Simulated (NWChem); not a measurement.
System: C$_{2}$H$_{8}$OSi; SMILES COC[SiH3]

NWChem printed, in part:

```
             Northwest Computational Chemistry Package (NWChem) 7.3.0
             --------------------------------------------------------

 C1  symmetry detected

                             Geometry "geometry" -> ""
                             -------------------------

 Output coordinates in angstroms (scale by  1.889725989 to convert to a.u.)

  No.       Tag          Charge          X              Y              Z
 ---- ---------------- ---------- -------------- -------------- --------------
    1 C                    6.0000     0.65249092     1.86324758     0.13861363
    2 O                    8.0000    -0.44702594     1.19318956    -0.43068631
    3 C                    6.0000    -0.84454710     0.03792034     0.29079546
    4 Si                  14.0000     0.22297657    -1.52313393    -0.06383472
    5 H                    1.0000     0.86435338     2.74901263    -0.49150135
    6 H                    1.0000     0.43658427     2.21111831     1.17974685
    7 H                    1.0000     1.57348927     1.23230141     0.17861306
    8 H                    1.0000    -0.88694578     0.23369165     1.39262524
    9 H                    1.0000    -1.88522403    -0.19642561    -0.02242569
   10 H                    1.0000     1.66642058    -1.31729854     0.30808677
   11 H                    1.0000     0.15343819    -1.86512813    -1.52594611
   12 H                    1.0000    -0.31524329    -2.67592066     0.74352322

 Effective nuclear repulsion energy (a.u.)     171.9901639061

                                 NWChem DFT Module
                                 -----------------

 Summary of "ao basis" -> "ao basis" (spherical)
 ------------------------------------------------------------------------------
       Tag                 Description            Shells   Functions and Types
 ---------------- ------------------------------  ------  ---------------------
 C                          def2-svp                 6       14   3s2p1d
 O                          def2-svp                 6       14   3s2p1d
 Si                         def2-svp                 8       18   4s3p1d
 H                          def2-svp                 3        5   2s1p

            General Information
            -------------------
          SCF calculation type: DFT
          Wavefunction type:  closed shell.
          No. of atoms     :    12
          No. of electrons :    42
           Alpha electrons :    21
            Beta electrons :    21
          Charge           :     0
          Spin multiplicity:     1
          Use of symmetry is: off; symmetry adaption is: off
          Maximum number of iterations: 150
          AO basis - number of functions:   100
                     number of shells:    50
          Convergence on energy requested:  1.00D-06
          Convergence on density requested:  1.00D-05
          Convergence on gradient requested:  5.00D-04

              XC Information
              --------------
                         MN15 Method XC Functional
                     Hartree-Fock (Exact) Exchange  0.440
                          MN15 Exchange Functional  1.000
                        MN15 Correlation Potential  1.000

             Grid Information
             ----------------
          Grid used for XC integration:  xcoarse
          Radial quadrature: Mura-Knowles
          Angular quadrature: Lebedev.
          Tag              B.-S. Rad. Rad. Pts. Rad. Cut. Ang. Pts.
          ---              ---------- --------- --------- ---------
          C                   0.70       21          11.0       194
          O                   0.60       21          10.0       194
          Si                  1.10       42          10.0       194
          H                   0.35       21          12.0       194
          Grid pruning is: on
          Number of quadrature shells:   273
          Spatial weights used:  Erf1

      Superposition of Atomic Density Guess
      -------------------------------------

 Sum of atomic energies:        -442.67355132

      Non-variational initial energy
      ------------------------------

 Total energy =    -444.594633
 1-e energy   =    -949.940949
 2-e energy   =     333.356153
 HOMO         =      -0.298846
 LUMO         =       0.077933

     ---------------------------------------------
      Total Density - Mulliken Population Analysis
     ---------------------------------------------

    Atom       Charge   Shell Charges
 -----------   ------   -------------------------------------------------------
    1 C    6     5.89   1.99  0.93  0.22  1.83  0.87  0.05
    2 O    8     8.61   1.99  1.09  0.69  2.95  1.88  0.01
    3 C    6     6.06   1.99  0.94  0.28  1.83  0.97  0.04
    4 Si  14    13.61   2.00  1.99  1.01  0.29  5.94  1.13  1.12  0.13
    5 H    1     0.92   0.69  0.21  0.02
    6 H    1     0.93   0.69  0.23  0.02
    7 H    1     0.94   0.69  0.23  0.02
    8 H    1     0.91   0.67  0.21  0.02
    9 H    1     0.90   0.68  0.20  0.02
   10 H    1     1.08   0.70  0.37  0.01
   11 H    1     1.08   0.70  0.37  0.01
   12 H    1     1.07   0.69  0.37  0.01

   convergence    iter        energy       DeltaE   RMS-Dens  Diis-err
 ---------------- ----- ----------------- --------- --------- ---------
 d= 0,ls=0.0,diis     1   -445.0798699768 -6.17D+02  8.07D-03  6.59D-01
 d= 0,ls=0.0,diis     2   -445.1164031408 -3.65D-02  3.91D-03  2.31D-01
 d= 0,ls=0.0,diis     3   -445.1306984776 -1.43D-02  1.48D-03  9.29D-02
 d= 0,ls=0.0,diis     4   -445.1389202204 -8.22D-03  2.85D-04  1.21D-03
 d= 0,ls=0.0,diis     5   -445.1390442317 -1.24D-04  8.97D-05  1.13D-04
  Resetting Diis
 d= 0,ls=0.0,diis     6   -445.1390587965 -1.46D-05  2.15D-05  3.71D-06
 d= 0,ls=0.0,diis     7   -445.1390593353 -5.39D-07  8.82D-06  5.01D-07

         Total DFT energy =     -445.139059335334
      One electron energy =     -953.298840124417
           Coulomb energy =      379.052733868315
    Exchange-Corr. energy =      -42.883116985348
 Nuclear repulsion energy =      171.990163906117

 Numeric. integr. density =       42.000037653189

                       DFT Final Molecular Orbital Analysis
                       ------------------------------------

 Vector   19  Occ=2.000000D+00  E=-3.733970D-01
              MO Center=  4.0D-01, -7.9D-01, -2.6D-01, r^2= 4.2D+00
   Bfn.  Coefficient  Atom+Function         Bfn.  Coefficient  Atom+Function
  ----- ------------  ---------------      ----- ------------  ---------------
    91     -0.272839  11 H  s                86      0.269734  10 H  s
    20     -0.212160   2 O  pz               33     -0.163622   3 C  py
    52      0.159376   4 Si pz               51      0.152506   4 Si py
    23     -0.149013   2 O  pz                6      0.143910   1 C  pz
    66      0.137994   6 H  s                87      0.137247  10 H  s

 Vector   20  Occ=2.000000D+00  E=-3.547830D-01
              MO Center= -1.8D-01,  4.9D-01, -1.5D-01, r^2= 3.6D+00
   Bfn.  Coefficient  Atom+Function         Bfn.  Coefficient  Atom+Function
  ----- ------------  ---------------      ----- ------------  ---------------
    20      0.388893   2 O  pz               23      0.275839   2 O  pz
    34     -0.193202   3 C  pz               76     -0.183432   8 H  s
     6     -0.167181   1 C  pz               81      0.165465   9 H  s
    17     -0.161489   2 O  s                86      0.160920  10 H  s
    91     -0.153361  11 H  s                61      0.137714   5 H  s

 Vector   21  Occ=2.000000D+00  E=-2.869170D-01
              MO Center= -2.5D-01,  5.9D-01, -4.6D-02, r^2= 2.7D+00
   Bfn.  Coefficient  Atom+Function         Bfn.  Coefficient  Atom+Function
  ----- ------------  ---------------      ----- ------------  ---------------
    18      0.335794   2 O  px               19     -0.304983   2 O  py
    21      0.252787   2 O  px               22     -0.245945   2 O  py
    20     -0.241292   2 O  pz               23     -0.177583   2 O  pz
    51     -0.169708   4 Si py               32     -0.166614   3 C  px
    71     -0.164829   7 H  s                33      0.159670   3 C  py

 Vector   22  Occ=0.000000D+00  E= 5.567022D-02
              MO Center=  2.5D-01, -1.0D+00,  4.4D-02, r^2= 5.2D+00
   Bfn.  Coefficient  Atom+Function         Bfn.  Coefficient  Atom+Function
  ----- ------------  ---------------      ----- ------------  ---------------
    31      1.291181   3 C  s                54     -1.149860   4 Si py
    97     -0.647938  12 H  s                 3      0.496978   1 C  s
    77     -0.429852   8 H  s                36     -0.397924   3 C  py
    53      0.385977   4 Si px               72     -0.356325   7 H  s
    82     -0.340032   9 H  s                67     -0.271657   6 H  s

[...]

                         DFT ENERGY GRADIENTS

    atom               coordinates                        gradient
                 x          y          z           x          y          z
   1 C       1.233029   3.521027   0.261942    0.001962  -0.000370   0.001425
   2 O      -0.844757   2.254801  -0.813879   -0.005409   0.004125  -0.009038
   3 C      -1.595963   0.071659   0.549524   -0.001399   0.001527   0.002536
   4 Si      0.421365  -2.878306  -0.120630   -0.000662   0.000471   0.001311
   5 H       1.633391   5.194881  -0.928803    0.000330   0.003699  -0.003136
   6 H       0.825025   4.178408   2.229398   -0.000452   0.001803   0.005373
   7 H       2.973464   2.328712   0.337530    0.004647  -0.002547   0.000423
   8 H      -1.676084   0.441613   2.631680   -0.000467   0.000435   0.005189
   9 H      -3.562557  -0.371191  -0.042378   -0.004347  -0.000385  -0.001692
  10 H       3.149078  -2.489333   0.582200    0.009521   0.001443   0.002257
  11 H       0.289956  -3.524581  -2.883620   -0.000384  -0.002147  -0.010054
  12 H      -0.595723  -5.056757   1.405055   -0.003340  -0.008052   0.005405
```

Level: MN15/def2-SVP. All runs use the structure optimised with PBE-D3(BJ)/def2-SVP.

**Question.** Reconstruct the input file.

**Answer.** Several could match; the one computed here: the input that was run:
```
start job
memory heap 200 mb stack 900 mb global 1100 mb
geometry units angstroms noautoz
  C      0.713155     1.822756     0.237933
  O     -0.346850     1.212227    -0.458961
  C     -0.852406     0.050274     0.179384
  Si     0.191538    -1.537294    -0.124044
  H      1.015946     2.719520    -0.337082
  H      0.407478     2.145332     1.264624
  H      1.603870     1.157159     0.345350
  H     -0.996647     0.212583     1.278021
  H     -1.864431    -0.135329    -0.241794
  H      1.597381    -1.396950     0.393772
  H      0.255051    -1.830124    -1.597062
  H     -0.462337    -2.694265     0.586090
end
basis spherical
  * library def2-svp
end
dft
  xc mn15
  grid xcoarse
  iterations 150
  mulliken
end
task dft gradient
```
